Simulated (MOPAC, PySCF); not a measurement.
H5BSi, SMILES `B[SiH3]`, neutral singlet in the gas phase. 

Z-matrix (Å, degrees):
```
Si
H 1 1.4871
H 1 1.4872 2 108.76
H 1 1.4958 2 107.45 3 116.00
B 1 2.0041 2 114.27 4 115.08
H 5 1.1949 1 121.22 2 155.37
H 5 1.1949 6 117.37 1 -176.17
```
Charge 0, spin multiplicity 1.

All levels are single points at this geometry (r2SCAN-D4/def2-TZVP); Pople sets use spherical d functions. Orbital energies aren't observables, and empty levels follow the basis.

| level | HOMO (eV) | LUMO (eV) | gap (eV) | dipole (D) | vertical IE, Delta-SCF (eV) |
|---|---|---|---|---|---|
| PBE-D3(BJ)/def2-TZVP in PySCF | -7.25 | -3.48 | 3.77 | 0.29 | – |
| r2SCAN-D4/def2-TZVP in PySCF | -7.52 | -3.12 | 4.40 | 0.34 | – |
| B3LYP/3-21G in PySCF | -8.33 | -2.43 | 5.90 | 0.31 | – |
| B3LYP/LANL2DZ in PySCF | -8.35 | -2.47 | 5.88 | 0.33 | – |
| BP86/6-31G* in PySCF | -7.22 | -3.25 | 3.96 | 0.38 | – |
| M06-2X/6-31G* in PySCF | -9.49 | -1.16 | 8.33 | 0.46 | – |
| PBE/6-31G* in PySCF | -7.11 | -3.19 | 3.91 | 0.37 | 10.59 |
| SVWN5/6-31G* in PySCF | -7.14 | -3.44 | 3.70 | 0.34 | 10.69 |
| HF/3-21G in PySCF | -11.44 | 1.42 | 12.86 | 0.48 | – |
| HF/6-31G* in PySCF | -11.37 | 1.64 | 13.00 | 0.55 | 10.14 |
| AM1 in MOPAC | -10.56 | 0.65 | 11.21 | 0.16 | – |
| PM3 in MOPAC | -11.09 | 0.36 | 11.45 | 0.57 | – |
| PM6 in MOPAC | -9.48 | -1.12 | 8.36 | 0.24 | – |
